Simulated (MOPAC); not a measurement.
MOPAC input (PM6):

```
PM6 PRECISE GNORM=0.05 LET XYZ GEO-OK AUX(PRECISION=9) THREADS=1
C2H7ClSi2

C    -3.12804200 1    0.46182700 1   -0.00699800 1
C    -1.92620400 1    0.31765600 1   -0.56232100 1
Si   -0.80205300 1   -1.13094700 1   -0.24175800 1
Si    1.14383700 1   -0.37076300 1    0.82357500 1
Cl    1.95581800 1    1.13535400 1   -0.36576600 1
H    -3.54499800 1   -0.28441700 1    0.66088300 1
H    -3.74958700 1    1.33071900 1   -0.19614700 1
H    -1.56430000 1    1.10431400 1   -1.21997700 1
H    -1.49536400 1   -2.11911400 1    0.62267900 1
H    -0.39436500 1   -1.78717300 1   -1.50891500 1
H     0.86211700 1    0.22102000 1    2.15115900 1
H     2.17809400 1   -1.41932800 1    0.97880400 1
```

Output:

```
 *******************************************************************************
 **                                                                           **
 **                              MOPAC v23.2.5                                **
 **                                                                           **
 *******************************************************************************
 ** MOPAC's Digital Object Identifier: https://doi.org/10.5281/zenodo.6511958 **
 **                                                                           **
 ** Please cite the open-source release paper for use of this MOPAC version:  **
 ** J. E. Moussa and J. J. P. Stewart (2026)                                  **
 ** MOPAC: An open-source semiempirical molecular orbital program             **
 ** J. Open Source Softw., 11(119), 8025, https://doi.org/10.21105/joss.08025 **
 *******************************************************************************

                              PM6 CALCULATION RESULTS

 *******************************************************************************
 *  PM6        - The PM6 Hamiltonian to be used
 *  GEO-OK     - OVERRIDE INTERATOMIC DISTANCE AND OTHER SAFETY CHECKS
 *  LET        - OVERRIDE SOME SAFETY CHECKS
 *  PRECISE    - TIGHTER CRITERIA TO BE USED
 *  XYZ        - CARTESIAN COORDINATE SYSTEM TO BE USED
 *  GNORM      - EXIT WHEN GRADIENT NORM DROPS BELOW 0.050
 *  AUX        - OUTPUT AUXILIARY INFORMATION
 *******************************************************************************
PM6 PRECISE GNORM=0.05 LET XYZ GEO-OK AUX(PRECISION=9) THREADS=1
 C2H7ClSi2

   ATOM   CHEMICAL          X               Y               Z
  NUMBER   SYMBOL      (ANGSTROMS)     (ANGSTROMS)     (ANGSTROMS)

     1       C         -3.12804200  *   0.46182700  *  -0.00699800  *
     2       C         -1.92620400  *   0.31765600  *  -0.56232100  *
     3      Si         -0.80205300  *  -1.13094700  *  -0.24175800  *
     4      Si          1.14383700  *  -0.37076300  *   0.82357500  *
     5      Cl          1.95581800  *   1.13535400  *  -0.36576600  *
     6       H         -3.54499800  *  -0.28441700  *   0.66088300  *
     7       H         -3.74958700  *   1.33071900  *  -0.19614700  *
     8       H         -1.56430000  *   1.10431400  *  -1.21997700  *
     9       H         -1.49536400  *  -2.11911400  *   0.62267900  *
    10       H         -0.39436500  *  -1.78717300  *  -1.50891500  *
    11       H          0.86211700  *   0.22102000  *   2.15115900  *
    12       H          2.17809400  *  -1.41932800  *   0.97880400  *

          CARTESIAN COORDINATES

    NO.       ATOM           X           Y           Z

     1         C         -3.1280      0.4618     -0.0070
     2         C         -1.9262      0.3177     -0.5623
     3        Si         -0.8021     -1.1309     -0.2418
     4        Si          1.1438     -0.3708      0.8236
     5        Cl          1.9558      1.1354     -0.3658
     6         H         -3.5450     -0.2844      0.6609
     7         H         -3.7496      1.3307     -0.1961
     8         H         -1.5643      1.1043     -1.2200
     9         H         -1.4954     -2.1191      0.6227
    10         H         -0.3944     -1.7872     -1.5089
    11         H          0.8621      0.2210      2.1512
    12         H          2.1781     -1.4193      0.9788

[...]
          IONIZATION POTENTIAL    =          8.819866 EV
          HOMO LUMO ENERGIES (EV) =         -8.820 -0.733
          NO. OF FILLED LEVELS    =         15
          MOLECULAR WEIGHT        =        122.7013         POINT GROUP:  C1

          MOLECULAR DIMENSIONS (Angstroms)

            Atom       Atom       Distance
            H     7   Cl     5     6.55846
            H    11    H    10     3.92644
            H     9    H     8     3.34069

          SCF CALCULATIONS        =         82

   ATOM   CHEMICAL          X               Y               Z
  NUMBER   SYMBOL      (ANGSTROMS)     (ANGSTROMS)     (ANGSTROMS)

     1       C         -3.27252797  *   0.36456241  *   0.09889708  *
     2       C         -2.22051516  *   0.14910755  *  -0.68691370  *
     3      Si         -0.73097005  *  -0.87741906  *  -0.28578194  *
     4      Si          1.00758073  *  -0.28006247  *   0.60774775  *
     5      Cl          2.44316789  *   1.07749123  *  -0.11229088  *
     6       H         -3.39340624  *  -0.05118708  *   1.09382742  *
     7       H         -4.11414857  *   0.98578620  *  -0.19343119  *
     8       H         -2.18818919  *   0.61869762  *  -1.68561707  *
     9       H         -0.93906869  *  -1.70857114  *   0.97363551  *
    10       H         -0.48577465  *  -1.82980272  *  -1.41478337  *
    11       H          0.73393317  *   0.11544733  *   2.02138851  *
    12       H          1.64664399  *  -1.64066656  *   0.62637955  *

                             CARTESIAN COORDINATES

   1    C       -3.272527970     0.364562413     0.098897080
   2    C       -2.220515162     0.149107545    -0.686913701
   3   Si       -0.730970046    -0.877419062    -0.285781940
   4   Si        1.007580731    -0.280062471     0.607747748
   5   Cl        2.443167890     1.077491232    -0.112290881
   6    H       -3.393406239    -0.051187077     1.093827417
   7    H       -4.114148572     0.985786201    -0.193431192
   8    H       -2.188189188     0.618697617    -1.685617073
   9    H       -0.939068690    -1.708571143     0.973635510
  10    H       -0.485774646    -1.829802718    -1.414783367
  11    H        0.733933170     0.115447330     2.021388511
  12    H        1.646643988    -1.640666563     0.626379553

           Empirical Formula: C2 H7 Si2 Cl  =    12 atoms

      MOLECULAR POINT GROUP   :   C1

                  EIGENVALUES
 -27.09058 -26.33111 -21.52853 -19.93724 -16.87746 -15.53936 -13.97018 -12.96464
 -12.49933 -11.71233 -11.43044 -11.10340 -10.85018 -10.63537  -8.81987  -0.73275
  -0.58498  -0.10289   0.32018   0.56527   0.92426   1.13143   1.15723   1.57107
   1.62424   2.19900   2.55814   2.76317   3.33552   3.95261   4.17781   4.27911
   4.48623   5.33492   5.75632   5.97558   6.38046  90.71952  90.85270  90.85841
  91.29387  91.29398

              NET ATOMIC CHARGES AND DIPOLE CONTRIBUTIONS

  ATOM NO.   TYPE          CHARGE      No. of ELECS.   s-Pop       p-Pop       d-Pop
    1          C          -0.166041        4.1660     1.11676     3.04928
    2          C          -0.493822        4.4938     1.13888     3.35494
    3         Si           0.262818        3.7372     1.19363     1.98513     0.55842
    4         Si           0.309372        3.6906     1.20773     1.85852     0.62438
    5         Cl          -0.312656        7.3127     1.99478     5.31608     0.00179
    6          H           0.132888        0.8671     0.86711
    7          H           0.131891        0.8681     0.86811
    8          H           0.175825        0.8242     0.82418
    9          H           0.006286        0.9937     0.99371
   10          H          -0.010315        1.0103     1.01032
   11          H          -0.025585        1.0256     1.02558
   12          H          -0.010661        1.0107     1.01066
 DIPOLE           X         Y         Z       TOTAL
 POINT-CHG.    -2.017    -2.563     1.233     3.487
 HYBRID        -0.676     1.406    -0.779     1.744
 SUM           -2.693    -1.157     0.454     2.966

          ATOMIC ORBITAL ELECTRON POPULATIONS

     Atom    s        px        py        pz      x^2-y^2     xz        z^2       yz        xy
    1  C   1.11676   1.01355   0.98204   1.05368
    2  C   1.13888   1.12615   1.11933   1.10947
    3 Si   1.19363   0.59968   0.68189   0.70356   0.08205   0.04573   0.09714   0.19253   0.14097
    4 Si   1.20773   0.54664   0.60093   0.71095   0.14445   0.12638   0.17557   0.04940   0.12857
    5 Cl   1.99478   1.71932   1.73639   1.86037   0.00027   0.00033   0.00023   0.00025   0.00070
    6  H   0.86711
    7  H   0.86811
    8  H   0.82418
    9  H   0.99371
   10  H   1.01032
   11  H   1.02558
   12  H   1.01066

 **********************
 *                    *
 * JOB ENDED NORMALLY *
 *                    *
 **********************

 == MOPAC DONE ==
```

The geometry given is a B3LYP-D3(BJ)/def2-TZVP minimum.
